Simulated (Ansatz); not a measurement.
Consider the hydrogenolysis of the Sn–C bond: `[CH3][SnH]([F])[I]` + H₂ → `[F][SnH2][I]` + CH₄.

Gas-phase electronic energies from Ansatz, PBE0-D4/def2-TZVP geometries. CCSD(T)/CBS is the MP2 limit (def2-TZVPP, def2-QZVPP) plus CCSD(T) − MP2 in def2-TZVPP, frozen cores. This one scheme is used for every species. def2 core potentials past Kr. For I, Sn outer-core shells are correlated without core-valence functions, which leaves a few kJ/mol of doubt a bond.

```tsv
species	CCSD(T)/CBS(def2) energy (Eh)
`[CH3][SnH]([F])[I]`	-651.80248
H₂	-1.17544
`[F][SnH2][I]`	-612.52381
CH₄	-40.46206
```

(1) Work out ΔE.

Largest T1 diagnostic among the species: 0.012.

Results:

(1) ΔE = (-612.52381) + (-40.46206) − (-651.80248) − (-1.17544) = -0.00795 Eh = -20.9 kJ/mol.

At CCSD(T), def2-SVP lies −21.1 kJ/mol from the extrapolated value and def2-TZVPP −4.6 kJ/mol. From r2SCAN to r2SCAN0 (25 % exact exchange), in def2-TZVPP and without D4, ΔE moves by −3.2 kJ/mol.
